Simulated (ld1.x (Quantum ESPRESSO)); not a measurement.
## An all-electron radial function and its pseudo partner (Si (Z = 14))

Columns: radius, all-electron u(r) and pseudo u(r) of the 3p shell (level -11.66 eV) of silicon in the configuration [Ne] 3s2 3p1; PBE, scalar-relativistic, TM scheme, ld1.x (Quantum ESPRESSO) 7.5.

```json
{"r (bohr)": "0.095", "all-electron": "0.1079", "pseudo": "-0.0038"}
{"r (bohr)": "0.190", "all-electron": "0.2349", "pseudo": "-0.0152"}
{"r (bohr)": "0.285", "all-electron": "0.2919", "pseudo": "-0.0340"}
{"r (bohr)": "0.380", "all-electron": "0.2824", "pseudo": "-0.0597"}
{"r (bohr)": "0.475", "all-electron": "0.2270", "pseudo": "-0.0918"}
{"r (bohr)": "0.570", "all-electron": "0.1449", "pseudo": "-0.1297"}
{"r (bohr)": "0.665", "all-electron": "0.0500", "pseudo": "-0.1725"}
{"r (bohr)": "0.760", "all-electron": "-0.0486", "pseudo": "-0.2194"}
{"r (bohr)": "0.855", "all-electron": "-0.1448", "pseudo": "-0.2693"}
{"r (bohr)": "0.950", "all-electron": "-0.2350", "pseudo": "-0.3210"}
{"r (bohr)": "1.045", "all-electron": "-0.3173", "pseudo": "-0.3733"}
{"r (bohr)": "1.140", "all-electron": "-0.3907", "pseudo": "-0.4248"}
{"r (bohr)": "1.235", "all-electron": "-0.4550", "pseudo": "-0.4742"}
{"r (bohr)": "1.330", "all-electron": "-0.5103", "pseudo": "-0.5202"}
{"r (bohr)": "1.425", "all-electron": "-0.5571", "pseudo": "-0.5614"}
{"r (bohr)": "1.520", "all-electron": "-0.5955", "pseudo": "-0.5970"}
{"r (bohr)": "1.615", "all-electron": "-0.6259", "pseudo": "-0.6263"}
{"r (bohr)": "1.710", "all-electron": "-0.6488", "pseudo": "-0.6489"}
{"r (bohr)": "1.805", "all-electron": "-0.6648", "pseudo": "-0.6648"}
{"r (bohr)": "1.900", "all-electron": "-0.6745", "pseudo": "-0.6745"}
{"r (bohr)": "1.995", "all-electron": "-0.6787", "pseudo": "-0.6787"}
{"r (bohr)": "2.090", "all-electron": "-0.6779", "pseudo": "-0.6779"}
{"r (bohr)": "2.185", "all-electron": "-0.6727", "pseudo": "-0.6727"}
{"r (bohr)": "2.280", "all-electron": "-0.6639", "pseudo": "-0.6639"}
{"r (bohr)": "2.375", "all-electron": "-0.6520", "pseudo": "-0.6520"}
{"r (bohr)": "2.470", "all-electron": "-0.6374", "pseudo": "-0.6374"}
```

(1) How many radial nodes do the two functions have?

(2) At about which radius was the pseudo-wave matched?

(3) Is the pseudo-wave norm-conserving?

Results:

(1) The all-electron 3p function has n − l − 1 = 1; the pseudo-wave has 0, since the states of the same l below it are removed with the core.

(2) 1.90 bohr. The columns agree to 0.0005 from 1.61 bohr on; several derivatives are matched, so the curves merge somewhat inside the radius.

(3) Yes: the TM scheme keeps the norm inside the radius equal to the all-electron one, which fixes the energy derivative of the logarithmic derivative at the level.
